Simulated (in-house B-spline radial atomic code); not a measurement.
Successive ionisation energies of cerium; each step leads to the configuration of the next row (after the last: bare). Dirac energy differences include first-order Breit, QED and recoil terms. NIST's values go from ground level to ground level; the uncertainty of those that are theory runs from under 0.1 % in few-electron ions to several per cent in heavy many-electron ones. Computed with a radial B-spline atomic code at the basis-set limit: Dirac-Hartree-Fock, jj configuration that fills j = l - 1/2 first, finite nuclei.

A number in brackets counts the electrons of a j subshell.

| ion | configuration | ionisation energy (eV) | tabulated value (eV) | tabulated kind | computed minus tabulated (eV) | highest orbital | largest mean radius (bohr) |
| --- | --- | --- | --- | --- | --- | --- | --- |
| Ce50+ | [He] 2s2 2p1/2(2) 2p3/2(2) | 9538.4 | 9545 | tabulated theory | -7 | 2p3/2 | 0.1015 |
| Ce51+ | [He] 2s2 2p1/2(2) 2p3/2(1) | 9802.3 | 9803 | tabulated theory | -1 | 2p3/2 | 0.10096 |
| Ce52+ | [He] 2s2 2p1/2(2) | 10541.0 | 10542 | tabulated theory | -1 | 2p1/2 | 0.10042 |
| Ce53+ | [He] 2s2 2p1/2(1) | ? | ? | tabulated theory | ? | ? | ? |
| Ce54+ | [He] 2s2 | 11210.0 | 11210 | tabulated theory | 0 | 2s1/2 | 0.099273 |
| Ce55+ | [He] 2s1 | ? | ? | tabulated theory | ? | ? | ? |
| Ce56+ | 1s2 | 46837.2 | 46840.31 | tabulated theory | -3 | 1s1/2 | 0.024417 |
| Ce57+ | 1s1 | 47965.7 | 47965.89 | tabulated theory | 0 | 1s1/2 | 0.024244 |

Task: Fill in the row of Ce53+.

Result: ionisation energy (eV): 10839.6; tabulated value (eV): 10840; computed minus tabulated (eV): 0; highest orbital: 2p1/2; largest mean radius (bohr): 0.099843.

Task: Fill in the row of Ce55+.

Result: ionisation energy (eV): 11459.5; tabulated value (eV): 11459.85; computed minus tabulated (eV): 0; highest orbital: 2s1/2; largest mean radius (bohr): 0.098754.

Task: Where is the largest jump?

Result: From Ce55+ to Ce56+, by a factor of 4.09 (11460 to 46837 eV); the highest orbital goes from 2s1/2 to 1s1/2.
